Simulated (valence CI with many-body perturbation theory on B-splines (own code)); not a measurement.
Which ion has this spectrum?

A relativistic CI+MBPT calculation for an atom or ion with 13 electrons gives these levels (eV):

```csv
J,Parity,E,g
1/2,odd,0.00,0.65
1/2,even,178.83,2.09
3/2,odd,439.75,1.32
3/2,even,586.30,1.62
5/2,even,605.58,1.33
3/2,even,627.21,0.97
1/2,even,638.11,1.27
3/2,even,686.27,0.83
5/2,even,775.27,1.19
3/2,odd,801.36,0.98
3/2,odd,814.99,0.80
5/2,odd,827.07,1.02
1/2,odd,855.16,0.40
3/2,odd,862.97,1.28
```

The energies are calculated, and their last digits are not significant.

(1) Which is it?
A. Os63+
B. Ir64+
C. Hg67+
D. Au66+

Results:

(1) B. Ir64+, ground level (3s^2 3p1/2) J=1/2.
